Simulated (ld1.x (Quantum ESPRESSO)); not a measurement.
magnesium: one change to an RRKJ potential, before and after

```json
{
  "Element": "magnesium (Mg)",
  "Generator": "ld1.x (Quantum ESPRESSO) 7.5",
  "Type": "norm-conserving RRKJ (Kleinman–Bylander form)",
  "Functional": "PBEsol",
  "Relativity": "scalar-relativistic",
  "Frozen core": "[He]",
  "Valence charge": "10",
  "Reference configuration": "2s2 2p6 3s0 3p0 (charge +2)",
  "Partial waves": "2s (bound): rc 1.05 bohr; 2p (bound): rc 1.10 bohr",
  "Local potential": "all-electron potential smoothed inside 0.90 bohr (lloc = -1)",
  "Core correction": "none"
}
```

Change: all radii scaled by about 1.33 (s 1.40, p 1.46 bohr); local potential all-electron potential smoothed inside 1.20 bohr (lloc = -1).

Cutoffs: the cutoffs (Ry, on a coarse ladder) from which the occupation-weighted sum of valence levels, in a spherical-Bessel basis at the reference potential, stays within 10 and 1 mRy of its value at 400 Ry; they do not see the model core or the augmentation charge, which bear on the density cutoff. Errors are all-electron minus pseudo energies relative to the spin-unpolarised reference configuration.

Predict the effect on cutoff, ghosts and configuration errors.

The potential gets softer (110 Ry and 180 Ry → 70 Ry and 100 Ry); of the 7 tests that both files solve, the error grows in 6 and shrinks in 0 by more than 15 % and 0.3 meV (median size 57.9 → 216.3 meV); neither file shows a bound ghost. A larger radius leaves more room for a smooth pseudo-wave, so fewer plane waves are needed. More of the atom is replaced by a form fitted at one configuration, so other configurations suffer.

| quantity | base | changed |
| --- | --- | --- |
| cutoff, loose | 110 Ry | 70 Ry |
| cutoff, tight | 180 Ry | 100 Ry |
| loose cutoff by channel (10 mRy a level) | s 40 Ry, p 100 Ry | s 35 Ry, p 60 Ry |
| bound ghosts | none | none |
| error for 2s2 2p6 3s2 3p0, meV [ΔE -22.74 eV] | -8.0 | +106 |
| error for 2s2 2p6 3s1 3p0, meV [ΔE -14.82 eV] | -5.1 | +78 |
| error for 2s2 2p6 3s1.5 3p0, meV [ΔE -19.61 eV] | -6.8 | +96 |
| error for 2s2 2p6 3s0 3p2, meV [ΔE -15.61 eV] | -73 | -275 |
| error for 2s2 2p6 3s0 3p1, meV [ΔE -10.51 eV] | -58 | -216 |
| error for 2s2 2p5 3s2 3p0, meV [ΔE 35.72 eV] | +230 | +1128 |
| error for 2s1 2p6 3s2 3p0, meV [ΔE 68.46 eV] | -243 | -253 |
